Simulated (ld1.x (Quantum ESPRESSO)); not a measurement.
**Cutoff test, Li, TM**

Li, norm-conserving Troullier–Martins (Kleinman–Bylander form), made with ld1.x (Quantum ESPRESSO) 7.5 (Wu–Cohen, non-relativistic). Core [He], reference 2s1 2p0. Waves: 2s (bound): rc 2.70 bohr; 3d channel at -0.15 Ry: rc 3.50 bohr; 2p (bound, empty): rc 4.20 bohr. Local part: the p channel. Core correction: none.

The pseudo-atom Hamiltonian at the reference potential is diagonalised in spherical Bessel functions j_l(qr) that vanish at 20 bohr, with q² up to the cutoff. All-electron valence levels (Ry): 2s -0.2069, 2p -0.0766.

How do the lowest levels (Ry) of each channel move with the cutoff, and are there ghosts?

```
cutoff (Ry)     s #1    d #1     p #1    p #2    f #1    f #2  Σ f·Δε (mRy)
          8  -0.2067  0.0448  -0.0765  0.0392  0.0983  0.2222           0.2
         10  -0.2067  0.0448  -0.0765  0.0392  0.0983  0.2222           0.2
        400  -0.2069  0.0448  -0.0765  0.0392  0.0983  0.2222           0.0
```

Result: no extra level below or beside the all-electron valence levels (s, d, p, f tested); 10 mRy is reached at 6 Ry and 1 mRy at 6 Ry.
